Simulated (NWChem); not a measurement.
Molecule: BClF2; SMILES FB(F)Cl

```xyz
4

B     -0.0032     0.4385     0.0000
F      0.0003     1.1019    -1.1364
F      0.0003     1.1019     1.1364
Cl     0.0000    -1.3166     0.0000
```
Atoms are numbered in this order, from 1.

Computed with NWChem. Pople sets run with spherical d functions. The geometry was optimised at B3LYP/6-31G* (spherical d). B3LYP is NWChem's, with the RPA form of VWN correlation. Vzz is the largest principal value of the second derivative of the potential at the nucleus (NWChem prints the opposite sign); η is the asymmetry. Non-relativistic.

| level | Vzz B1 (a.u.) | η B1 | Vzz Cl4 (a.u.) | η Cl4 |
|---|---|---|---|---|
| PBE/6-31G* | ___ | 0.04 | ___ | 0.42 |
| PBE/cc-pVTZ | 0.269 | 0.07 | 2.127 | 0.47 |
| B3LYP/6-31G* | 0.255 | 0.02 | 2.279 | 0.41 |
| B3LYP/def2-TZVP | 0.296 | 0.01 | 2.379 | 0.46 |

**Question.** Fill in the missing entries.

**Answer.** 
- PBE/6-31G*, Vzz B1 (a.u.): 0.223
- PBE/6-31G*, Vzz Cl4 (a.u.): 2.259
